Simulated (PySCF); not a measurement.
2-bromobuta-1,3-diene (C4H5Br), SMILES C(C=C)(Br)=C. The structure is a stationary point at PBE-D3(BJ)/def2-SVP. One conformer was computed; it need not be the lowest.

Computed equilibrium geometry at PBE-D3(BJ)/def2-SVP (PySCF confirms it by a frequency run) as Cartesian coordinates in Å, and its point group (one conformer of several):
point group Cs.
```xyz
10

C     -1.3448    -1.9978     0.0000
C     -0.0067    -1.8263     0.0000
C      0.7250    -0.5619     0.0000
C      2.0736    -0.4688     0.0000
Br    -0.3084     1.0536     0.0000
H     -2.0294    -1.1355     0.0000
H     -1.7832    -3.0065     0.0000
H      0.6539    -2.7117     0.0000
H      2.6751    -1.3918     0.0000
H      2.5969     0.4966     0.0000
```
